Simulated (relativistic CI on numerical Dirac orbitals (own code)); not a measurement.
# Hyperfine structure of Cr¹⁴⁺, mass number 53

Computed by Dirac-Coulomb-Breit CI, orbitals from a KLI potential per configuration, model QED (radiative potential, 1s self-energy scaled to tabulated hydrogen-like ionisation energies), unscaled Slater integrals (own radial code, finite nucleus).

CI space (outside the closed core 1s2): 2s2 2p6, 2s2 2p5 3s, 2s2 2p5 3p, 2s2 2p5 3d, 2s 2p6 3s, 2s 2p6 3p, 2s 2p6 3d, 2s2 2p5 4s, 2s2 2p5 4p, 2s2 2p5 4d, 2s2 2p5 4f, 2s2 2p4 3s2, 2s 2p6 4s, 2s2 2p4 3s 3p, 2s 2p6 4p, 2s 2p6 4d. Levels of other configurations are missing.

Nuclear spin I = 3/2, μ = -0.47431 μN, Q = -0.15 b (tables of Stone and Pyykkö). The electronic factors are computed for point nuclear moments, without core polarisation or the Bohr-Weisskopf and QED corrections.

```
           Level   E (eV)  A (MHz)  B (MHz)
2s2 2p5 3s 3P°_2  583.391   -10480     5330
2s2 2p5 3s 3P°_1  585.105    -2090     1290
 2s2 2p5 3p 3D_2  613.298    -6316     5120
 2s2 2p5 3p 3D_3  614.109    -3701     4200
 2s2 2p5 3p 3P_2  616.755    -3727      390
 2s2 2p5 3p 3D_1  621.636   -18340     -677
 2s2 2p5 3p 3P_1  623.972     4510     -745
```

Levels with J = 0, under 50 % of one LS term, or S terms without an open s electron are left out. Small factors come from cancelling terms and can be off by tens of per cent or more.

At this charge energies of transitions that change n are usually good to better than 1 %, and those within a shell (Δn = 0) to a few per cent.

(1) Give the hyperfine levels of 2s2 2p5 3s 3P°_2 relative to its centre of gravity.

Results:

(1) With K = F(F + 1) − I(I + 1) − J(J + 1), E = AK/2 + B[¾K(K + 1) − I(I + 1)J(J + 1)]/[2I(2I − 1)J(2J − 1)]: F = 1/2: 51840, F = 3/2: 31450, F = 5/2: 1909, F = 7/2: -30110 MHz.

LS names give the leading component of a level, which can be under half, so a name can repeat, a term be missing and a line seem to break the LS rules.
